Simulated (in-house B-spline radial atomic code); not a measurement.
Cu⁻. Computed with a B-spline radial atomic code. Model: all-electron spherical atom, spin shells full or empty, radial basis limit, no spin-orbit coupling: exact exchange with a local potential (Slater, KLI or optimised effective potential, whose far tail is KLI's), no correlation.

Anion configuration assumed.

The run also made RPA and GW results, which its time includes.

The Slater potential averages the orbital exchange potentials with the orbital densities as weights, KLI adds orbital constants, and the optimised effective potential minimises the exact-exchange energy among local potentials. So their energies lie above Hartree-Fock in the order OEP, KLI, Slater. All fall off as −1/r, unlike LDA and GGA exchange.

Command:
```bash
python run_gw.py task.json out
```
Settings (nuclear radius in fm, other lengths in bohr, energies in hartree):
```
Z                      29
electrons              30
configuration          [Ar] 3d10 4s2
hamiltonian            x2c
method                 kli
lmax                   9
rms_radius             3.8823
spin_polarised         False
box_radius             60
intervals              111
ion_configuration      [Ar] 3d10 4s1
```

Time taken, with all properties: 31 s on 1 thread of Arm Neoverse N1, with other jobs on the host.

Given: hamiltonian one-electron scalar X2C; mean-field start exchange-only KLI.

Computed: energy above Hartree-Fock 24.864 millihartree.

```tsv
radius (bohr)	r times exchange potential (hartree bohr)
0.00172	-0.040897
0.00222	?
0.00285	-0.067444
0.00366	-0.086228
0.0047	-0.10997
0.00604	-0.13984
0.00776	-0.17682
0.00997	-0.22178
0.0128	-0.27478
0.0165	-0.3359
0.0211	-0.39885
0.0272	-0.46122
0.0349	-0.50984
0.0449	-0.53432
0.0576	-0.52941
0.074	-0.52372
0.0951	-0.5881
0.122	-0.72732
0.157	-0.86483
0.202	-0.92516
0.259	-0.86448
0.333	-0.75042
0.428	-0.87651
0.55	-1.1427
0.707	-1.3087
0.908	?
1.17	-1.1578
1.5	-0.95412
1.93	-0.78016
2.47	-0.70134
3.18	-0.7201
4.09	-0.79223
5.25	-0.8679
6.74	-0.9256
8.67	-0.96256
11.1	-0.98277
14.3	-0.99308
```

Task: What belongs in the row 0.00222?

Result: r times exchange potential (hartree bohr): -0.052686.

Task: What belongs in the row 0.908?

Result: r times exchange potential (hartree bohr): -1.3065.

| occupied | level (hartree) | Hartree-Fock level (hartree) |
| --- | --- | --- |
| 1s | -324.66 | -332.29 |
| 2s | -38.836 | -41.46 |
| 2p | -33.502 | -35.603 |
| 3s | -4.0986 | -4.9557 |
| 3p | -2.5325 | -3.1622 |
| 3d | ? | ? |
| 4s | -0.018801 | -0.022179 |

Task: What belongs in the row 3d?

Result: level (hartree): -0.049764; Hartree-Fock level (hartree): -0.27946.

The highest level, 4s, differs from Hartree-Fock by +0.092 eV and the deepest, 1s, by +208 eV: a local potential can match the highest level but can't give each shell its own exchange.
